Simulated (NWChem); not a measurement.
CH$_{4}$OSi; SMILES O=C[SiH3]

Results from NWChem. Level B3LYP/def2-SVP: optimisations from one semi-empirical or force-field start; each run changes one setting, and all end within 0.3 mHa of each other.

```csv
setting,optimisation steps
"redundant internal coordinates, default thresholds",6
tight thresholds,10
loose thresholds,4
no line search,7
```
